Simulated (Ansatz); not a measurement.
Several settings on one geometry of B(NH3)F3 (BNF₃H₃) (that of the charge 0 singlet, r2SCAN-D4/def2-SVP). Ansatz on 4 threads of Arm Neoverse V1 on a shared host; times are rough.

| atom | x (Å) | y (Å) | z (Å) |
| --- | --- | --- | --- |
| B1 | -0.002 | 0.003 | -0.856 |
| N2 | 0.002 | -0.003 | 0.831 |
| H3 | -0.954 | 0.034 | 1.190 |
| H4 | 0.515 | 0.805 | 1.189 |
| H5 | 0.448 | -0.852 | 1.183 |
| F6 | 1.327 | -0.028 | -1.183 |
| F7 | -0.641 | 1.172 | -1.173 |
| F8 | -0.696 | -1.132 | -1.181 |

Totals from different functionals, basis sets or treatments of relativity can't be compared as stabilities.

The 6-31G sets use Cartesian d functions.

The spins typed aren't always the lowest for that charge.

Question: Give the basis size and estimate the energy, ⟨S²⟩ and time of these runs.

```tsv
run	method	charge	state	further keys
1	ROKS CAM-B3LYP-D4/6-31G	1	doublet	final_grid: {core_spheres: 20, valence_spheres: 16, degree: 47}; forces asked
2	ROKS LDA (SPW92)/def2-SVP	1	doublet	final_grid: {core_spheres: 20, valence_spheres: 16, degree: 47}; scf: {omitted_lower_state_checks: [starts]}; forces asked
3	UKS PBE0/6-31G*	0	singlet	scf: {lower_state_search: light}
```

Answer: 
```csv
run,functions,energy (Eh),⟨S²⟩,wall time
1,51,-380.4713,–,6.5 s
2,85,-377.7796,–,1.2 s
3,81,-380.7551,0.00,1.1 s
```
